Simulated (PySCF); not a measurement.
C₃H₈Te, SMILES CC(C)[TeH].

Geometry optimised at B3LYP-D3(BJ)/def2-SVP. The def2 effective core potentials stand for the cores of Te; spin–orbit coupling is left out.

Method: TDA-PBE/def2-SVPD run with PySCF.

Vertical excitations. 

Computed excitation energies, oscillator strengths and character:
```csv
state,energy (eV),λ (nm),f,main pairs
S1,3.59,346,0.002,HOMO→LUMO 99 %
S2,4.49,276,0.029,HOMO→LUMO+1 97 %
S3,5.21,238,0.026,HOMO→LUMO+2 94 %
S4,5.37,231,0.001,HOMO→LUMO+3 99 %
S5,5.64,220,0.015,HOMO→LUMO+4 91 %
S6,5.94,209,0.015,"HOMO−1→LUMO 63 %, HOMO−1→LUMO+1 21 %"
S7,6.09,204,0.150,"HOMO→LUMO+5 80 %, HOMO→LUMO+6 13 %"
S8,6.28,197,0.035,HOMO→LUMO+6 86 %
S9,6.51,191,0.023,HOMO→LUMO+8 76 %
S10,6.58,188,0.072,"HOMO→LUMO+7 74 %, HOMO−1→LUMO+1 14 %"
T1,3.12,398,0,HOMO→LUMO 100 %
T2,4.04,307,0,HOMO→LUMO+1 99 %
T3,4.83,256,0,HOMO−1→LUMO 96 %
T4,4.99,248,0,HOMO→LUMO+2 94 %
```
Triplets are in the Tamm–Dancoff approximation.
